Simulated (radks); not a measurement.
Problem. Valence configurations of Pt III (all share [Xe]). Method: Dirac Kohn-Sham, PBEsol, spin-unpolarised, spherical densities, finite nucleus; open shells fill j = l - 1/2 first; Fermi nuclear charge, rms radius 5.427 fm; computed with a radial shooting solver on a logarithmic mesh with Libxc functionals. Order these by energy: 4f14 5d8; 4f12 5d9 6p1; 4f14 5d7.5 6s0.5; 4f13.5 5d8 6s0.5; 4f14 5d6 6s2; 4f14 5d7 6p1; 4f12 5d8 6s2; 4f12 5d9 6s1; 4f12 5d8 6s1 6p1; 4f10 5d10 6s1 6p1.

Solution. From the lowest, in eV above it: 4f14 5d8 0.000; 4f14 5d7.5 6s0.5 1.701; 4f14 5d6 6s2 8.543; 4f14 5d7 6p1 10.787; 4f13.5 5d8 6s0.5 35.198; 4f12 5d9 6s1 153.92; 4f12 5d9 6p1 161.31; 4f12 5d8 6s2 161.31; 4f12 5d8 6s1 6p1 169.04; 4f10 5d10 6s1 6p1 364.04. NIST lists [Xe] 4f14 5d8 as the ground configuration; this level of theory agrees among the configurations tried. The energies are those of spherical spin-averaged densities, not of single terms.
